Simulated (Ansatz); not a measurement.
Spectroscopic constants of SeCl, multiplicity 4 (an upper state: multiplicity 2 came lower at CCSD(T)/def2-TZVPP on PBE0 minima). No spin–orbit coupling. Se is treated without relativity.

The constants come from a fifth-degree fit in 1/R (seven points, main isotopes). In def2 and cc sets the state is the lowest found near the PBE0 minimum, followed along R.

Run with Ansatz (a first-principles code) with Gaussian orbitals. 

| level | r_e (Å) | ω_e (cm⁻¹) | B_e (cm⁻¹) | α_e (cm⁻¹) | dipole (D) |
|---|---|---|---|---|---|
| PBE/def2-TZVPP | 2.509 | 263 | 0.110 | 0.00062 | 2.15 |
| PBE0/def2-TZVPP | 2.475 | 280 | 0.113 | 0.00062 | 2.73 |
| wB97X-V/def2-TZVPP | 2.473 | 281 | 0.113 | 0.00072 | 3.05 |
| CCSD/def2-TZVPP | 2.500 | 268 | 0.111 | 0.00072 | - |
| CCSD(T)/def2-TZVPP | 2.485 | 284 | 0.112 | 0.00061 | - |

Correlated levels freeze the inner cores; with def2 sets outer-core shells near the valence are correlated too.
